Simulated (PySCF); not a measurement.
C5H4ClF.
Numbering: `[CH2:1]=[C:2]([Cl:3])[C:4]#[C:5][CH2:6][F:7]` (hydrogens: H8, H9 on C1; H10, H11 on C6)

Structure used (GFN2-xTB), in Å, numbered top down from 1:
```xyz
11
C5H4ClF angstrom
C     -2.4960    0.4798    0.1348
C     -1.5715   -0.4693    0.0566
Cl    -1.9990   -2.1465   -0.1517
C     -0.1819   -0.2454    0.1281
C      1.0175   -0.1523    0.1759
C      2.4451    0.0722    0.2466
F      2.7328    1.4086    0.4056
H     -2.2075    1.5083    0.2600
H     -3.5446    0.2532    0.0752
H      2.8764   -0.4531    1.1085
H      2.9341   -0.2529   -0.6807
```

Computed, not measured: PySCF, TDDFT CAM-B3LYP/def2-SVPD, vertical, gas phase, core orbitals frozen in the response.

Transition dipole moments from the ground state, in atomic units and in the frame of the coordinates above (overall signs are arbitrary), for the states with f of 0.002 or more among the lowest 8:

```json
{"state": "S2", "E (eV)": "5.555", "μx": "1.181", "μy": "-0.581", "μz": "-0.030"}
{"state": "S4", "E (eV)": "6.580", "μx": "0.737", "μy": "-0.586", "μz": "-0.047"}
{"state": "S8", "E (eV)": "7.372", "μx": "-1.117", "μy": "-0.284", "μz": "-0.068"}
```

**Question.** What oscillator strength does each state have?

**Answer.** f = (2/3) ΔE |μ|² with ΔE in hartree (27.2114 eV).

```json
{"state": "S2", "|μ|² (au)": "1.734", "|μ| (D)": "3.35", "f": "0.236"}
{"state": "S4", "|μ|² (au)": "0.888", "|μ| (D)": "2.40", "f": "0.143"}
{"state": "S8", "|μ|² (au)": "1.333", "|μ| (D)": "2.93", "f": "0.241"}
```

**Question.** The point group is Cs. Which irreducible representation does each state belong to?

**Answer.** Polarised in the mirror plane, so A′: S2, S4 and S8.

**Question.** What angle do the transition dipoles of S2 and S8 make?

**Answer.** |cos θ| = |μa·μb| / (|μa| |μb|) = 0.76, so θ ≈ 41° (taken between 0 and 90°, since the signs are arbitrary).

Hardware: an Arm Neoverse N1 with one thread (shared host). Cost: 54 s.
